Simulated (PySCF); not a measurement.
AlClH3N, SMILES [NH2][AlH][Cl].

Geometry: PBE0-D3(BJ)/def2-TZVP. Other conformers were not sampled.

Computed with PBE/def2-TZVPD in PySCF.

Symmetry labels are those of the subgroup Cs that the program uses (full group Cs).

Computed valence orbital energies around the gap with their symmetry:
| orbital | symmetry | energy (eV) |
|---|---|---|
| HOMO−7 | A' | -19.92 |
| HOMO−6 | A' | -12.08 |
| HOMO−5 | A' | -11.11 |
| HOMO−4 | A' | -9.29 |
| HOMO−3 | A' | -8.26 |
| HOMO−2 | A" | -7.98 |
| HOMO−1 | A' | -7.54 |
| HOMO | A" | -6.49 |
| LUMO | A" | -1.33 |
| LUMO+1 | A' | -1.06 |
| LUMO+2 | A' | -0.22 |
| LUMO+3 | A' | 0.43 |
